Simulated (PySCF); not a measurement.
Orbital picture of ZnIn

M06-L at R = 2.860 Å; Zn def2-SVP, In def2-SVP with ECP28; scalar-relativistic core potentials (PySCF 2.14). State: ²Π (doublet), unpaired electrons π ↑. Only the outer orbitals are listed, counted within each symmetry, core potentials removing the inner ones.

```json
{"spin": "α", "orbital": "9σ", "occ.": "1", "ε (eV)": "-10.55", "on Zn (%)": "96", "main shells (%)": "96 Zn d"}
{"spin": "α", "orbital": "5π", "occ.": "1", "ε (eV)": "-10.47", "on Zn (%)": "100", "main shells (%)": "100 Zn d"}
{"spin": "α", "orbital": "5π", "occ.": "1", "ε (eV)": "-10.44", "on Zn (%)": "100", "main shells (%)": "100 Zn d"}
{"spin": "α", "orbital": "2δ", "occ.": "1", "ε (eV)": "-10.38", "on Zn (%)": "100", "main shells (%)": "100 Zn d"}
{"spin": "α", "orbital": "2δ", "occ.": "1", "ε (eV)": "-10.38", "on Zn (%)": "100", "main shells (%)": "100 Zn d"}
{"spin": "α", "orbital": "10σ", "occ.": "1", "ε (eV)": "-8.67", "on Zn (%)": "20", "main shells (%)": "79 In s, 15 Zn s"}
{"spin": "α", "orbital": "11σ", "occ.": "1", "ε (eV)": "-5.80", "on Zn (%)": "73", "main shells (%)": "73 Zn s, 16 In s, 11 In p"}
{"spin": "α", "orbital": "6π", "occ.": "1", "ε (eV)": "-2.76", "on Zn (%)": "8", "main shells (%)": "91 In p, 8 Zn p"}
{"spin": "α", "orbital": "6π", "occ.": "0", "ε (eV)": "-2.45", "on Zn (%)": "11", "main shells (%)": "89 In p, 10 Zn p"}
{"spin": "α", "orbital": "12σ", "occ.": "0", "ε (eV)": "-2.31", "on Zn (%)": "39", "main shells (%)": "62 In p, 26 Zn p, 14 Zn s"}
{"spin": "α", "orbital": "7π", "occ.": "0", "ε (eV)": "0.74", "on Zn (%)": "85", "main shells (%)": "85 Zn p, 12 In p"}
{"spin": "β", "orbital": "9σ", "occ.": "1", "ε (eV)": "-10.54", "on Zn (%)": "97", "main shells (%)": "97 Zn d"}
{"spin": "β", "orbital": "5π", "occ.": "1", "ε (eV)": "-10.47", "on Zn (%)": "100", "main shells (%)": "100 Zn d"}
{"spin": "β", "orbital": "5π", "occ.": "1", "ε (eV)": "-10.42", "on Zn (%)": "100", "main shells (%)": "100 Zn d"}
{"spin": "β", "orbital": "2δ", "occ.": "1", "ε (eV)": "-10.37", "on Zn (%)": "100", "main shells (%)": "100 Zn d"}
{"spin": "β", "orbital": "2δ", "occ.": "1", "ε (eV)": "-10.37", "on Zn (%)": "100", "main shells (%)": "100 Zn d"}
{"spin": "β", "orbital": "10σ", "occ.": "1", "ε (eV)": "-8.30", "on Zn (%)": "23", "main shells (%)": "76 In s, 18 Zn s"}
{"spin": "β", "orbital": "11σ", "occ.": "1", "ε (eV)": "-5.67", "on Zn (%)": "72", "main shells (%)": "71 Zn s, 19 In s, 9 In p"}
{"spin": "β", "orbital": "6π", "occ.": "0", "ε (eV)": "-2.39", "on Zn (%)": "10", "main shells (%)": "89 In p, 10 Zn p"}
{"spin": "β", "orbital": "6π", "occ.": "0", "ε (eV)": "-2.19", "on Zn (%)": "10", "main shells (%)": "89 In p, 10 Zn p"}
{"spin": "β", "orbital": "12σ", "occ.": "0", "ε (eV)": "-2.17", "on Zn (%)": "38", "main shells (%)": "63 In p, 26 Zn p, 12 Zn s"}
```

Question: Which are the highest filled and the lowest empty level, where do they sit, and how wide is the gap?

Answer: Highest filled α 6π at -2.76 eV (in %: 91 In p, 8 Zn p); lowest empty α 6π at -2.45 eV (in %: 89 In p, 10 Zn p); the gap at M06-L is 0.31 eV. Both belong to one degenerate shell, split only by its one-sided filling, so this is no excitation gap.

```json
{
  "bond order (Mayer)": "0.63",
  "⟨S²⟩": "0.751",
  "charge on Zn (Mulliken, basis-dependent)": "0.12",
  "charge on Zn (Löwdin, basis-dependent)": "0.25",
  "dipole moment (positive dipole means Zn(−)In(+))": "-1.10 D"
}
```

Spin–orbit coupling is left out. The state is the lowest determinant that a PBE0 search found; another state may lie lower at other levels.
